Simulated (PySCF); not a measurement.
C4H9 (SMILES C[C-](C)C), charge -1, singlet, at a GFN2-xTB geometry, with bond 9-6 at 2.4 times its length; CASSCF(2,4)+NEVPT2/6-31G in PySCF.

Input for PySCF:
```python
from pyscf import gto, scf, mcscf, mrpt
import numpy

mol = gto.M(
    atom='''
C     0.003661   -0.002580    0.509874
C     0.006049    1.421252   -0.057009
H    -0.001717    1.487431   -1.176831
H    -0.871860    1.980056    0.291022
H     0.893924    1.972031    0.278302
C     1.226828   -0.715732   -0.076588
H     1.271049   -0.740558   -1.197244
H     2.154877   -0.235280    0.258078
H     1.318391   -3.223176    0.723425
C    -1.234259   -0.704546   -0.058859
H    -1.294844   -0.728896   -1.178760
H    -1.277099   -1.748947    0.275063
H    -2.152985   -0.215700    0.289111
''',
    basis='6-31g',
    charge=-1,
    spin=0,
    verbose=3,
)

mf = scf.RHF(mol)
mf.kernel()
mc = mcscf.CASSCF(mf, 4, 2)
mc.fix_spin_(ss=0.0)
mc.kernel()
occ = numpy.linalg.eigvalsh(mc.fcisolver.make_rdm1(mc.ci, mc.ncas, mc.nelecas))[::-1]
ss = mc.fcisolver.spin_square(mc.ci, mc.ncas, mc.nelecas)[0]
print('natural occupations', occ.round(4), ' <S^2>', round(ss, 4))
e2 = mrpt.NEVPT(mc).kernel()
print('E(NEVPT2) = %.10f' % (mc.e_tot + e2))
```

It wrote (shortened):

```
converged SCF energy = -156.335287673441
CASSCF energy = -156.397879624332
CASCI E = -156.397879624332  E(CI) = -0.735009117218226  S^2 = 0.0000000
natural occupations [1.5795e+00 4.2020e-01 3.0000e-04 0.0000e+00]  <S^2> 0.0

WARN: Active orbitals [3] (occs = [6.99964364e-07]) are canonicalized with external orbitals

Sr    (-1)',   E = -0.00000283473981
Si    (+1)',   E = -0.00055783845549
Sijrs (0)  ,   E = -0.31196576445235
Sijr  (+1) ,   E = -0.02983284881455
Srsi  (-1) ,   E = -0.01457454659990
Srs   (-2) ,   E = -0.00009347727855
Sij   (+2) ,   E = -0.00174048035709
Sir   (0)' ,   E = -0.00915583678934
Nevpt2 Energy = -0.367923627487085
E(NEVPT2) = -156.7658032518
```
